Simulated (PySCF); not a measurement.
PySCF 2.14 output of an unrestricted B97-3 calculation on a single atom or ion in aug-cc-pV(D+d)Z, with no relativity, point nucleus:

```
SCF conv_tol = 1e-09
number electrons alpha = 7  beta = 5
    T. W. Keal and D. J. Tozer.,  J. Chem. Phys. 123, 121103 (2005)
cycle= 1 E= -241.713842569685  delta_E= -0.00162  |g|= 0.00581  |ddm|= 0.506
cycle= 2 E= -241.713866885896  delta_E= -2.43e-05  |g|= 0.00304  |ddm|= 0.0746
cycle= 3 E= -241.713867805493  delta_E= -9.2e-07  |g|= 0.00184  |ddm|= 0.00744
cycle= 4 E= -241.713868124692  delta_E= -3.19e-07  |g|= 0.000423  |ddm|= 0.00486
cycle= 5 E= -241.713868140677  delta_E= -1.6e-08  |g|= 6.82e-05  |ddm|= 0.000229
cycle= 6 E= -241.713868141086  delta_E= -4.09e-10  |g|= 8.4e-06  |ddm|= 5.23e-05
converged SCF energy = -241.713868141086  <S^2> = 2.0000209  2S+1 = 3.000014
```

The run itself started from symmetry-adapted Hartree-Fock orbitals and held the occupation by maximum overlap, on a logarithmic radial grid, so the iterations belong to that start.

Task: Which element, charge and spin multiplicity is this?

Result: Al⁺ (aluminium, charge +1), multiplicity 3; the state was [Ne] 3p2, high-spin 3P determinant (an excited configuration).
